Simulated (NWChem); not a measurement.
System: C3H8N anion

```xyz
12

C      0.4477     1.5858     0.1444
C     -0.6361     0.5321    -0.2489
N     -0.5802    -0.7210     0.3925
C      0.4710    -1.5347    -0.0897
H      0.3121     2.5375    -0.4096
H      0.3909     1.7913     1.2266
H      1.4600     1.2091    -0.0747
H     -1.6198     1.0147    -0.0509
H     -0.5669     0.4553    -1.3872
H      1.5352    -1.2143     0.1455
H      0.4835    -1.6467    -1.2254
H      0.3951    -2.5648     0.3149
```
Atoms are numbered in this order, from 1.

All runs: NWChem. Pople sets run with spherical d functions. Sets without diffuse functions describe the anion's extra electron poorly. All runs use the structure optimised with B3LYP/def2-SVPD. No frequency run checked for a minimum. Atomic charges in e: unrestrained fits to the electrostatic potential beside Mulliken populations; buried atoms are poorly determined by the fit.

Q: Estimate the computed values for Hartree-Fock/6-31G*. Quantities: ESP C1; Mulliken C1; ESP C2; Mulliken C2; ESP N3; Mulliken N3; ESP C4; Mulliken C4; relative RMS misfit of the potential (%).

A: 
```yaml
ESP C1: -0.17
Mulliken C1: -0.46
ESP C2: 0.93
Mulliken C2: -0.01
ESP N3: -1.29
Mulliken N3: -0.76
ESP C4: 0.78
Mulliken C4: -0.17
relative RMS misfit of the potential (%): 4
```
